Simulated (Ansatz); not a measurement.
The free Zr atom, lowest solution found in each spin (singlets restricted, other states unrestricted); no spin–orbit coupling, and no relativity up to Kr.

Codes used: Ansatz (Gaussian basis) for Hartree–Fock, density functionals and correlated methods.  In def2 rows elements past Kr take small-core potentials, without spin–orbit coupling.

### Question
One of these levels gives 46.0 kJ/mol for the energy of multiplicity 5 less that of multiplicity 3. Name it.
A) B3LYP/def2-TZVPP
B) PBE0/def2-SVP
C) SVWN5/def2-TZVPP
D) wB97M-V/def2-TZVPP

### Answer
D, wB97M-V/def2-TZVPP. The others give 12.8 (SVWN5/def2-TZVPP), 36.7 (B3LYP/def2-TZVPP), 2.3 (PBE0/def2-SVP)

Doubts at one or more of the structures used: a spin-contaminated determinant (PBE0/def2-SVP).

Ansatz is a program for electronic structure.
